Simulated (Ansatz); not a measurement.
Relaxation of BrCl4FHTa (8 atoms, charge 0, multiplicity 1), to a largest force component of 0.03 eV/Å in at most 50 steps.

Theory: RKS PBE/def2-SVP in Ansatz.

```xyz
8
Properties=species:S:1:pos:R:3
Ta -0.415 -0.546 0.222
F 2.507 0.543 0.286
Cl -0.228 -0.064 2.496
Cl 0.190 -0.806 -2.017
Cl -0.682 1.720 -0.176
Cl -2.495 -1.431 0.166
Br 1.216 -2.541 0.712
H 2.813 -0.319 0.479
```

**Question.** Where does it end, and by what steps?

**Answer.** The run converged. After 7 steps the energy has fallen by 0.295 eV; F2 moved furthest, 0.49 Å. Joined: Ta1–F2.

```csv
step,energy less start (eV),largest force component (eV/Å),accepted
0,0.0000,0.909,yes
1,-0.1275,0.498,yes
2,-0.2325,0.386,yes
3,-0.2669,0.401,yes
4,-0.2835,0.324,yes
5,-0.2910,0.092,yes
6,-0.2945,0.033,yes
7,-0.2952,0.023,yes
```

```xyz
8
Properties=species:S:1:pos:R:3
Ta -0.194 -0.453 0.223
F 2.047 0.376 0.292
Cl -0.155 -0.023 2.528
Cl 0.266 -0.783 -2.052
Cl -0.604 1.790 -0.187
Cl -2.257 -1.407 0.192
Br 1.359 -2.456 0.699
H 2.442 -0.488 0.472
```

The run took 23 s on 4 threads of Intel(R) Xeon(R) Platinum 8175M CPU @ 2.50GHz (Skylake/Cascade Lake), with other jobs on the host, peak memory 0.29 GiB.
